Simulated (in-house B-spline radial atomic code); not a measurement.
Configurations of La, with energies counted from [Xe] 5d1 6s2. Method: scalar-relativistic (X2C) LC-wPBE, spin-polarised, spherical fractional occupations, exact exchange averaged over the configuration, Fermi nucleus of rms radius 4.855 fm. Calculated with an all-electron radial atomic-structure program (B-spline basis). Shells without spins written out take the highest spin.

Occupations are held fixed; configurations that lie above the ionisation limit could autoionise.

```json
{"configuration": "[Xe] 6s2 6p1", "E - E(ref) (eV)": "2.0872", "highest orbital": "6p up", "its <r> (bohr)": "5.264"}
{"configuration": "[Xe] 5d1 6s1 7p1", "E - E(ref) (eV)": "3.7201", "highest orbital": "7p up", "its <r> (bohr)": "13.85"}
{"configuration": "[Xe] 6s2 7d1", "E - E(ref) (eV)": "5.5485", "highest orbital": "7d up", "its <r> (bohr)": "22.29"}
{"configuration": "[Kr] 4d10 5s2 5p5 5d2 6s2", "E - E(ref) (eV)": "18.902", "highest orbital": "6s down", "its <r> (bohr)": "4.523"}
{"configuration": "[Kr] 4d9 5s2 5p6 5d1 6s2 7p1", "E - E(ref) (eV)": "111.03", "highest orbital": "7p up", "its <r> (bohr)": "12.95"}
```

(1) Order these further configurations by energy, lowest first.
A. [Kr] 4d9 5s2 5p6 5d1 6s2 6f1
B. [Kr] 4d9 4f1 5s2 5p6 5d1 6s2
C. [Kr] 4d10 5s2 5p5 5d1 6s2 6p1
D. [Kr] 4d9 5s2 5p6 5d1 6s2 6p1
E. [Xe] 6s2 6d1

Results:

(1) E (4.8866 eV), C (22.085 eV), B (99.134 eV), D (108.09 eV), A (112.03 eV).
